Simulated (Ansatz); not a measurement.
`OB(Cl)[NH][GeH3]` and `NB(O)Cl` differ in one atom or group.

Ansatz, PBE0-D4/def2-TZVP geometries, multiplicity 1. Each molecule was computed in one conformer, which needn't be the lowest.

Scalar relativity is left out up to krypton.

| property | `OB(Cl)[NH][GeH3]` |
| --- | --- |
| HOMO energy (PBE/def2-TZVPP) / eV | -6.59 |
| size of the dipole moment (ωB97M-V/def2-TZVPP) / D | 3.50 |
| ideal-gas entropy at 298 K and 1 bar (rigid rotor, harmonic PBE0-D4/def2-TZVP) / J/(mol·K) | 359 |
| HOMO energy (ωB97M-V/def2-TZVPP) / eV | -10.26 |
| size of the dipole moment (PBE/def2-TZVPP) / D | 3.40 |
| size of the dipole moment (B3LYP/def2-TZVPP) / D | 3.48 |

(1) Give the same properties after the change, and the shifts. (Best estimate.)

Answers

(1) The calculation gave: 
```json
{"property": "HOMO energy (PBE/def2-TZVPP) / eV", "`NB(O)Cl`": "-6.62", "shift": "-0.03"}
{"property": "size of the dipole moment (ωB97M-V/def2-TZVPP) / D", "`NB(O)Cl`": "1.10", "shift": "-2.40"}
{"property": "ideal-gas entropy at 298 K and 1 bar (rigid rotor, harmonic PBE0-D4/def2-TZVP) / J/(mol·K)", "`NB(O)Cl`": "294", "shift": "-65"}
{"property": "HOMO energy (ωB97M-V/def2-TZVPP) / eV", "`NB(O)Cl`": "-10.45", "shift": "-0.19"}
{"property": "size of the dipole moment (PBE/def2-TZVPP) / D", "`NB(O)Cl`": "1.16", "shift": "-2.24"}
{"property": "size of the dipole moment (B3LYP/def2-TZVPP) / D", "`NB(O)Cl`": "1.11", "shift": "-2.37"}
```

With PBE0 the HOMO falls by 0.12 eV and the LUMO rises by 0.71 eV, so the gap widens by about 0.83 eV. PBE moves the HOMO by -0.03 eV and ωB97M-V by -0.19 eV. The zero-point energy changes by -35.0 kJ/mol with -9 modes. Dipoles are sizes alone; their direction can turn.

Positive LUMOs are unbound, so they and the gaps depend on the basis.

B3LYP here is the variant with VWN-RPA as its local correlation; programs differ in this.
